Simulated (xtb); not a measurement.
F2Zn, charge +1, doublet, geometry from GFN2-xTB (such geometries of metal compounds can be far from the true shape) (a state made from the parent by changing its charge; the spin is typed, not shown lowest); xtb 6.7.1 with GFN2-xTB.

Here is a job for xtb.
```
$ xtb mol.xyz --gfn 2 --chrg 1 --uhf 1 --json

# file mol.xyz
3

Zn     0.12354814     0.24440345     0.24927362
F     -0.42372069     0.69631363    -1.38959384
F      0.01189356    -1.51099178     0.55868176
```

Output, abridged:

```
   ID    Z sym.   atoms
    1   30 Zn     1
    2    9 F      2, 3

           -------------------------------------------------
          |                Calculation Setup                |
           -------------------------------------------------

           -------------------------------------------------
          |                 G F N 2 - x T B                 |
           -------------------------------------------------

          ...................................................
          :                      SETUP                      :
          :.................................................:
          :  # basis functions                  12          :
          :  # atomic orbitals                  12          :
          :  # shells                            6          :
          :  # electrons                        15          :
          :  max. iterations                   250          :
          :  Hamiltonian                  GFN2-xTB          :
          :  restarted?                      false          :
          :  GBSA solvation                  false          :
          :  PC potential                    false          :
          :  electronic temp.          300.0000000     K    :
          :  accuracy                    1.0000000          :
          :  -> integral cutoff          0.2500000E+02      :
          :  -> integral neglect         0.1000000E-07      :
          :  -> SCF convergence          0.1000000E-05 Eh   :
          :  -> wf. convergence          0.1000000E-03 e    :
          :  Broyden damping             0.4000000          :
          :  net charge                          1          :
          :  unpaired electrons                  1          :
          ...................................................

 iter      E             dE          RMSdq      gap      omega  full diag
   1     -9.0610201 -0.906102E+01  0.159E+01    1.66       0.0  T
   2     -9.0481302  0.128899E-01  0.912E+00    6.36       1.0  T
   3     -9.2325227 -0.184393E+00  0.682E+00    2.09       1.0  T
   4     -9.3428071 -0.110284E+00  0.194E+00    3.31       1.0  T
   5     -9.3459787 -0.317158E-02  0.973E-01    3.07       1.0  T
   6     -9.3372394  0.873929E-02  0.129E+00    3.20       1.0  T
   7     -9.3458084 -0.856893E-02  0.470E-01    3.20       1.0  T
   8     -9.3463352 -0.526875E-03  0.955E-02    3.14       1.0  T
   9     -9.3463420 -0.675616E-05  0.667E-02    3.12       1.0  T
  10     -9.3463469 -0.490663E-05  0.116E-02    3.13       5.0  T
  11     -9.3463469 -0.176453E-07  0.597E-03    3.13       9.7  T
  12     -9.3463470 -0.699656E-07  0.389E-03    3.13      14.8  T
  13     -9.3463470 -0.112880E-07  0.598E-04    3.13      96.5  T
  14     -9.3463470  0.235900E-11  0.129E-04    3.13     446.1  T

   *** convergence criteria satisfied after 14 iterations ***

         :::::::::::::::::::::::::::::::::::::::::::::::::::::
         ::                     SUMMARY                     ::
         :::::::::::::::::::::::::::::::::::::::::::::::::::::
         :: total energy              -9.343527012807 Eh    ::
         :: gradient norm              0.000094787207 Eh/a0 ::
         :: HOMO-LUMO gap              3.128417554918 eV    ::
         ::.................................................::
         :: SCC energy                -9.346346995502 Eh    ::
         :: -> isotropic ES            0.263953790909 Eh    ::
         :: -> anisotropic ES          0.000633847947 Eh    ::
         :: -> anisotropic XC         -0.003815074205 Eh    ::
         :: -> dispersion             -0.000558995774 Eh    ::
         :: repulsion energy           0.002819982695 Eh    ::
         :: add. restraining           0.000000000000 Eh    ::
         :: total charge               1.000000000039 e     ::
         :::::::::::::::::::::::::::::::::::::::::::::::::::::

           -------------------------------------------------
          |                Property Printout                |
           -------------------------------------------------

    * Orbital Energies and Occupations

         #    Occupation            Energy/Eh            Energy/eV
      -------------------------------------------------------------
         1        2.0000           -1.1964312             -32.5566
         2        2.0000           -1.1861614             -32.2771
         3        2.0000           -0.9400181             -25.5792
         4        1.9995           -0.8897495             -24.2113
         5        1.9968           -0.8879428             -24.1622
         6        1.9814           -0.8862595             -24.1163
         7        1.5343           -0.8826230             -24.0174
         8        1.4880           -0.8824470             -24.0126 (HOMO)
         9                         -0.7674798             -20.8842 (LUMO)
        10                         -0.4598550             -12.5133
        11                         -0.2273741              -6.1872
        12                         -0.0780727              -2.1245
      -------------------------------------------------------------
                  HL-Gap            0.1149672 Eh            3.1284 eV
             Fermi-level           -0.8537279 Eh          -23.2311 eV

     #   Z          covCN         q      C6AA      α(0)
     1  30 Zn       1.343     0.579   117.946    21.215
     2   9 F        0.671     0.211     7.767     3.290
     3   9 F        0.671     0.211     7.767     3.290

 Mol. C6AA /au·bohr⁶  :        258.571710
 Mol. C8AA /au·bohr⁸  :      13730.223813
 Mol. α(0) /au        :         27.794953

Wiberg/Mayer (AO) data.
largest (>0.10) Wiberg bond orders for each atom

 ---------------------------------------------------------------------------
     #   Z sym  total        # sym  WBO       # sym  WBO       # sym  WBO
 ---------------------------------------------------------------------------
     1  30 Zn   1.814 --     2 F    0.907     3 F    0.907
     2   9 F    1.266 --     1 Zn   0.907     3 F    0.359
     3   9 F    1.266 --     1 Zn   0.907     2 F    0.359
 ---------------------------------------------------------------------------

Topologies differ in total number of bonds
Writing topology from bond orders to xtbtopo.mol

molecular dipole:
                 x           y           z       tot (Debye)
 q only:       -0.029      -0.057      -0.058
   full:        0.192       0.380       0.388       1.464
molecular quadrupole (traceless):
                xx          xy          yy          xz          yz          zz
 q only:       -1.843      -0.259       1.214       0.767      -1.854       0.629
  q+dip:       -1.275       0.049       0.800       0.651      -0.677       0.475
   full:        0.123       0.030      -0.083      -0.045       0.159      -0.040

           -------------------------------------------------
          | TOTAL ENERGY               -9.343527012807 Eh   |
          | GRADIENT NORM               0.000094787207 Eh/α |
          | HOMO-LUMO GAP               3.128417554918 eV   |
           -------------------------------------------------

normal termination of xtb
```
